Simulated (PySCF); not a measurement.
# Mayer bond orders and bond lengths

Compound: C6H9ClSi.
SMILES with atom numbers: `[CH2:1]=[C:2]1[SiH2:3][C@H:4]([Cl:5])/[C:6]1=[CH:7]\[CH3:8]` (hydrogens: H9, H10 on C1; H11, H12 on Si3; H13 on C4; H14 on C7; H15, H16, H17 on C8)

Cartesian coordinates in Å at the GFN2-xTB level; atoms count from 1:
```
atom  x, y, z in Å
C1    -1.6015    1.6933    0.9970
C2    -1.2461    0.5218    0.4801
Si3   -2.0831   -1.1379    0.0993
C4    -0.2408   -1.3308   -0.4630
Cl5    0.7012   -2.5571    0.4518
C6     0.0650    0.0827   -0.0264
C7     1.2123    0.7522   -0.0912
C8     2.4971    0.2175   -0.6212
H9    -0.9051    2.5103    1.1085
H10   -2.6080    1.8790    1.3326
H11   -3.0472   -1.1568   -0.9987
H12   -2.4696   -1.9874    1.2181
H13   -0.0222   -1.5230   -1.5130
H14    1.2427    1.7728    0.2700
H15    2.8605    0.8525   -1.4297
H16    3.2524    0.2212    0.1650
H17    2.3855   -0.7981   -0.9890
```

Bond orders from the PBE0/pcSseg-1 density (PySCF). Geometry: GFN2-xTB; no solvent, vibrations or thermal averaging.

(1) How far do the computed orders between heavy atoms stray from the drawn ones?

(2) Give the Mayer order of every bond between heavy atoms, beside its length.

## Answers

(1) The largest departure is 0.175, at C6–C7 (drawn double, 1.825). Drawn single, order below 0.88: Si3–C4 (0.829).

(2) 
```tsv
bond	drawn as	length (Å)	Mayer order
C1–C2	double	1.329	1.951
C2–Si3	single	1.897	0.899
Si3–C4	single	1.936	0.829
C4–Cl5	single	1.797	0.989
C4–C6	single	1.511	0.948
C6–C7	double	1.330	1.825
C7–C8	single	1.489	1.086
C6–C2	single	1.473	1.043
```

By pair of heavy elements: C–C: lowest C4–C6 (0.948, 1.511 Å), highest C1–C2 (1.951, 1.329 Å); in 1 of the 10 pairs the longer bond (by over 0.003 Å) has the higher order (by 0.02 or more). C–Si: lowest Si3–C4 (0.829, 1.936 Å), highest C2–Si3 (0.899, 1.897 Å).

And the bonds to hydrogen?

C–H: 0.93 to 0.96 (7 bonds); H–Si: 0.93 to 0.94 (2 bonds).

Sum the orders of all bonds at each heavy atom with more than one neighbour and set the sums beside the valence in the SMILES.

C1 3.814 (drawn 4), C2 3.893 (drawn 4), Si3 3.600 (drawn 4), C4 3.694 (drawn 4), C6 3.816 (drawn 4), C7 3.846 (drawn 4), C8 3.932 (drawn 4). Orders between atoms that aren't bonded are not in these sums.

The Mayer order sums products of elements of PS (density times overlap matrix) between the two atoms' basis functions, so it depends on the basis set.
